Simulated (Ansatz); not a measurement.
Frontier orbitals of AlF3H5NSi, SMILES `[F][Al-]([F])([F])[NH2+][SiH3]`.

Charge 0, multiplicity 1. The structure was optimised at the PBE0-D4/def2-TZVP level. It is one conformer, not always the lowest. Basis def2-TZVPP, the Gaussian-basis code of Ansatz.

Orbital energies of one run (eV). Highest occupied ones, from the top: -12.99, -13.26, -13.62, -13.65, -13.71, -13.91, -14.06, -14.17, -14.86, -14.91, -15.32, -15.87, -17.02, -18.89. Empty: 1.22, 2.67, 2.91, 3.16, 3.40, 3.81.

(1) Which functional gave them?
A. LC-ωPBE
B. r2SCAN
C. B3LYP
D. PBE0

## Answers

(1) A. HOMO energies: LC-ωPBE -12.99, r2SCAN -8.84, B3LYP -9.95, PBE0 -10.17 eV.

B3LYP here is the variant with VWN-RPA as its local correlation; programs differ in this. LC-ωPBE has ω = 0.4 bohr⁻¹.
